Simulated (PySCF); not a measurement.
Species, as SMILES: N#P (N-P).
Geometry (B3LYP-D3(BJ)/def2-TZVP, fixed):
```xyz
2

N      0.0000     0.0000    -1.0110
P      0.0000     0.0000     0.4718
```
Charge 0, spin multiplicity 1.

Basis-set convergence of the mean static polarisability at PBE with PySCF. All functions are spherical. Density fitting with generated auxiliary sets. No added dispersion term, no relativity. Reference: the value in aug-cc-pV(5+d)Z, 28.92 bohr³, itself unsure by roughly 0.3 % (its mean distance from aug-pcseg-3, aug-cc-pV(Q+d)Z, aug-pcseg-2). Deviations are taken from unrounded values. Cost is core time over that of 6-311++G(3df,3pd), rough, on shared machines of one kind; a dash marks a row that isn't timed (too short, read off another run, short of memory, by another algorithm or on other hardware).

```
basis              functions  mean static polarisability (bohr³)  minus reference (%)  cost
-----------------  ---------  ----------------------------------  -------------------  ----
STO-3G                    14                                8.42                -70.9     -
3-21G                     22                               17.41                -39.8     -
pcseg-0                   22                               17.72                -38.7     -
6-31+G*                   40                               24.06                -16.8     -
cc-pV(T+d)Z               69                               23.83                -17.6  0.7×
def2-TZVPP                73                               24.23                -16.2  0.8×
def2-TZVPD                80                               28.32                 -2.1  0.9×
6-311++G(3df,3pd)         86                               28.11                 -2.8    1×
aug-pcseg-3              174                               28.91                  0.0    4×
```
